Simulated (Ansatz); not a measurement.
trifluoroacetic acid anion (C₂HF₃O₂), SMILES O=C(O)C(F)(F)F (connectivity only; charge and spin as stated), charge -1, multiplicity 2.

Coordinates come from a r2SCAN-D4/def2-SVPD optimisation. The multiplicity is an assumed one; no other spin state was optimised. The values are those of a single conformer.

Two levels are set side by side: PBE/def2-SVPD (Ansatz, an electronic-structure program) and CAM-B3LYP/def2-SVPD (Ansatz). Energy differences of separate SCF runs at the same geometry; the states with an electron removed or added have multiplicity 1. Differences are taken from unrounded values.

```
quantity                         CAM-B3LYP
-------------------------------  ---------
vertical ionisation energy (eV)       1.53
```

Problem. What does PBE give, and how far is it from CAM-B3LYP? (Estimate from the structure and the level; the computed values follow.)

Solution. 
```json
[
 {"quantity": "vertical ionisation energy (eV)", "PBE": "1.16", "PBE minus CAM-B3LYP": "-0.36"}
]
```
